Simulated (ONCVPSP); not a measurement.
**Configuration tests for palladium (Pd) (ONCV)**

ONCVPSP 4.0.1 input, shortened (lines: element, Z, core and valence counts, functional; n l f; lmax; l rc ep ncon nbas qcut; lloc lpopt rc5 dvloc0; l nproj debl; icmod fcfact rcfact), PBE, scalar-relativistic:

```
  Pd 46.00    6    4        4      upf
    1    0    2.00
    2    0    2.00
    2    1    6.00
    3    0    2.00
    3    1    6.00
    3    2   10.00
    4    0    2.00
    4    1    6.00
    4    2    9.00
    5    0    1.00
    2
    0    1.75    0.00    4    7    6.30
    1    1.10    0.00    4    8    8.30
    2    1.10    0.00    4    7    7.30
    2    5    1.10    0.00
    0    2    4.00
    1    2    2.95
    2    0    1.90
    0    0.00    0.00
```

Energies are relative to the spin-unpolarised reference configuration 4s2 4p6 4d9 5s1; without spin polarisation the order of configurations can differ from experiment.

| valence configuration | charge | ΔE all-electron (eV) | error AE − PS (meV) |
| --- | --- | --- | --- |
| 4s2 4p6 4d9 5s0 | +1 | 7.615 | -1.9 |
| 4s1 4p6 4d10 5s0 | +1 | 90.067 | -348 |

What are ΔE and the potential's error for 4s2 4p6 4d8 5s0?

ΔE = 28.433 eV all-electron; the error (AE − PS) is -1.6 meV.

What are ΔE and the potential's error for 4s2 4p6 4d10 5s0?

ΔE = -1.501 eV all-electron; the error (AE − PS) is -3.2 meV.

Levels in the configuration 4s1 4p6 4d10 5s0:

```csv
level,all-electron (eV),pseudo (eV)
4s,-98.452,-99.020
4p,-64.017,-64.196
4d,-15.557,-15.554
```
